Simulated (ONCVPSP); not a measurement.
Sc (Z = 21), ONCV: configuration errors across variants

scandium, optimised norm-conserving Vanderbilt (ONCV), made with ONCVPSP 4.0.1 (PBE, scalar-relativistic). Core [Ne] 3s2, reference 3p6 3d1.5 4s1.5. Waves: 4s: rc 2.85 bohr, ncon 3, nbas 6, qcut 2.6 1/bohr, 2 projectors, debl 0.6 Ha; 3p: rc 1.45 bohr, ncon 4, nbas 7, qcut 9.7 1/bohr, 2 projectors, debl 2.8 Ha; 3d: rc 2.70 bohr, ncon 3, nbas 8, qcut 5.9 1/bohr, 2 projectors, debl 3.7 Ha; f scattering state at 0.03 Ha: rc 2.85 bohr, ncon 4, nbas 7, qcut 3.5 1/bohr, 1 projector. Local part: polynomial inside 0.95 bohr (lpopt 5, dvloc0 0 Ha). Core correction: Teter function, fcfact 6, rcfact 1.5.

All-electron excitation energies from the reference (eV): (1) 3p6 3d1 4s2 -0.680; (2) 3p6 3d1 4s1 6.217; (3) 3p6 3d1 4s0 18.985; (4) 3p6 3d1 4s1.5 2.075.

A true bound ghost makes a file unfit for plane-wave use even where its test errors are small: the radial tests pick states by their node count and pass the ghost by.

Errors AE − PS in meV (a dash: test not solved or not reliable):

| change | (1) | (2) | (3) | (4) | bound ghosts | GHOST(+) flags above zero |
| --- | --- | --- | --- | --- | --- | --- |
| base | +20 | +21 | +47 | +19 | s | d, f |
| all radii but the core radius scaled by about 0.80 (s 2.28, p 1.16, d 2.16, f 2.28 bohr); local potential polynomial inside 0.76 bohr (lpopt 5, dvloc0 0 Ha) | +7.4 | +13 | +54 | +8.8 | s | s, d, f |
| all radii but the core radius scaled by about 0.90 (s 2.56, p 1.30, d 2.42, f 2.56 bohr); local potential polynomial inside 0.86 bohr (lpopt 5, dvloc0 0 Ha) | +13 | +19 | +55 | +15 | s | s, d, f |
| all radii but the core radius scaled by about 0.97 (s 2.76, p 1.40, d 2.62, f 2.76 bohr); local potential polynomial inside 0.92 bohr (lpopt 5, dvloc0 0 Ha) | +18 | +20 | +50 | +18 | s | d, f |
| all radii but the core radius scaled by about 1.06 (s 3.02, p 1.54, d 2.86, f 3.02 bohr); local potential polynomial inside 1.00 bohr (lpopt 5, dvloc0 0 Ha) | +25 | +24 | +43 | +23 | s | d, f |
| all radii but the core radius scaled by about 1.14 (s 3.24, p 1.64, d 3.06, f 3.24 bohr); local potential polynomial inside 1.08 bohr (lpopt 5, dvloc0 0 Ha) | +31 | +30 | +43 | +29 | s | d, f |
| all radii but the core radius scaled by about 1.29 (s 3.68, p 1.86, d 3.48, f 3.68 bohr); local potential polynomial inside 1.22 bohr (lpopt 5, dvloc0 0 Ha) | +57 | +93 | +171 | +68 | s | d, f |

Task: Give the same row for: all radii but the core radius scaled by about 1.24 (s 3.54, p 1.80, d 3.34, f 3.54 bohr); local potential polynomial inside 1.18 bohr (lpopt 5, dvloc0 0 Ha).

Result: +45, +55, +85, +47; bound ghosts: s; GHOST(+) flags above zero: f.
